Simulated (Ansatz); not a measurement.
`FB1N=CS1`, relaxed with RKS PBE0-D4/def2-TZVP in the Gaussian-basis code of Ansatz from a PBE-D4/def2-SVP geometry. The force threshold is 0.005 eV/Å; the program also tests the step.

Charge 0, multiplicity 1.

Start:

```xyz
6

F    -0.323    0.498   -2.195
B    -0.176    0.201   -0.924
N     1.036    0.235   -0.076
C     0.297   -0.171    0.904
S    -1.439   -0.386    0.339
H     0.606   -0.377    1.952
```

```tsv
step	energy (eV)	largest force (eV/Å)	largest move (Å)
1	-16765.5940	0.822	0.000
2	-16765.6263	0.283	0.016
3	-16765.6317	0.083	0.011
4 (rejected)	-16765.6315	0.090	0.006
5	-16765.6320	0.029	0.003
6	-16765.6320	0.027	0.001
7	-16765.6320	0.006	0.001
8	-16765.6320	0.001	0.000
```

End:

```xyz
6

F    -0.318    0.496   -2.182
B    -0.175    0.202   -0.926
N     1.015    0.228   -0.067
C     0.286   -0.173    0.904
S    -1.415   -0.382    0.342
H     0.606   -0.371    1.929
```

Run time 34 s (2 threads of an Arm Neoverse V1 on a shared host); peak host memory 0.34 GiB.
